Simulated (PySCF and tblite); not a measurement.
Values are calculated unless marked as measured or tabulated.
System: C₃H₈SSi, numbered as in [CH2:1]1[CH2:2][S:3][CH2:4][SiH2:5]1.

Motion: inversion of the 5-membered ring (1–2–3–4–5). GFN2-xTB gives an electronic barrier of 2.3 kcal/mol.

What does PBE0/pcSseg-1 + D3(BJ) give on PBE0-D3(BJ)/def2-SVP geometries?

A barrier of 2.4 kcal/mol, 0.0 above the tight-binding barrier (from unrounded values) and, with GFN2-xTB thermal terms, ΔG‡(298 K) = 2.5 kcal/mol and k = 1.7×10¹¹ s⁻¹ (2 equivalent paths).

And the level of the geometries itself, PBE0-D3(BJ)/def2-SVP?

2.1 kcal/mol.

Programs: tblite and PySCF.
